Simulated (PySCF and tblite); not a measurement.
**Conformers and averaged properties: C6H9NS, numbered as in [CH3:1][CH2:2][CH2:3][c:4]1[cH:5][cH:6][s:7][n:8]1**

Level: PBE0-D3(BJ)/pcSseg-1//GFN2-xTB, thermal terms from GFN2-xTB, symmetry numbers and mirror pairs counted. Conformers within 2.5 kcal/mol (GFN2-xTB free energy) were kept, 4 at most. GIAO shieldings: PBE0/pcSseg-1. Shifts are against TMS (¹H), TMS (¹³C), NH3 (¹⁵N) at the same level. Programs: PySCF with density fitting and tblite.

Torsions listed: C1–C2–C3–C4, C2–C3–C4–N8. Of a mirror pair one member is shown.

```
conformer         shape   symmetry  E(GFN2) kcal/mol  E(DFT) kcal/mol  G(298.15 K) kcal/mol  weight %  dipole D
        1    65°, -110°  C1 (pair)              0.00             0.00                  0.00      46.0      2.29
        2      64°, 80°  C1 (pair)              0.28             0.24                  0.30      27.6      2.17
        3  -179°, -104°  C1 (pair)              0.13             0.40                  0.33      26.4      2.30
```

Weights (%) against temperature:

```json
{"T (K)": "250", "1": "48.7", "2": "26.5", "3": "24.7", "S(mix) cal/mol/K": "3.46"}
{"T (K)": "298.15", "1": "46.0", "2": "27.6", "3": "26.4", "S(mix) cal/mol/K": "3.49"}
{"T (K)": "350", "1": "44.0", "2": "28.4", "3": "27.6", "S(mix) cal/mol/K": "3.51"}
```

Averaged shifts at 298.15 K. ¹H: 8.48 (H6, 1H), 7.19 (H5, 1H), 3.03 (H3, 2H), 1.71 (H2, 2H), 0.91 (H1, 3H) ppm. ¹³C: 174.9 (C4), 158.8 (C6), 126.8 (C5), 39.0 (C3), 28.9 (C2), 15.6 (C1) ppm. ¹⁵N: 333.5 (N8) ppm.

Coordinates of conformer 1 (Å):

```xyz
17

C    -1.988    0.744    0.055
C    -1.403   -0.559    0.584
C    -0.370   -1.152   -0.382
C     0.830   -0.273   -0.508
C     1.780   -0.049    0.521
C     2.741    0.817    0.095
S     2.409    1.287   -1.521
N     1.060    0.376   -1.621
H    -1.202    1.480   -0.101
H    -2.710    1.152    0.759
H    -2.487    0.577   -0.896
H    -2.205   -1.286    0.728
H    -0.933   -0.383    1.554
H    -0.053   -2.132   -0.015
H    -0.817   -1.274   -1.369
H     1.743   -0.505    1.493
H     3.598    1.193    0.615
```

Unscaled ¹⁵N shifts at such levels can be off by tens of ppm; differences between conformers or isomers are more reliable. Shifts are unscaled: against experiment ¹³C can be off by 15 ppm or more and ¹H by 0.8 ppm.

Search and properties took 2.2 min on 1 thread of Arm Neoverse N1, on a host shared with other jobs (rough), launched as `OMP_NUM_THREADS=1 python ens_run.py task.json out`.


¹⁵N shifts are against a computed isolated NH3 molecule, about 20 ppm from the liquid.

Conformer gaps in pcSseg-1 on xTB geometries can be 2 kcal/mol off for S=O, P=O and other polar bonds.